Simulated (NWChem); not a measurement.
System: TaOClF$_{2}$; SMILES [F][Ta]([Cl])(=[O])[F]

All runs: NWChem. Coordinates come from a PBE0/def2-SVP optimisation. def2 effective core potentials on Ta; no spin-orbit coupling.

Problem. Estimate the computed values for CAM-B3LYP/def2-SVP. Quantities: highest occupied level (eV); orbital gap (eV); dipole (D).

Solution. 
```json
{
 "highest occupied level (eV)": "-11.16",
 "orbital gap (eV)": "10.24",
 "dipole (D)": "1.73"
}
```
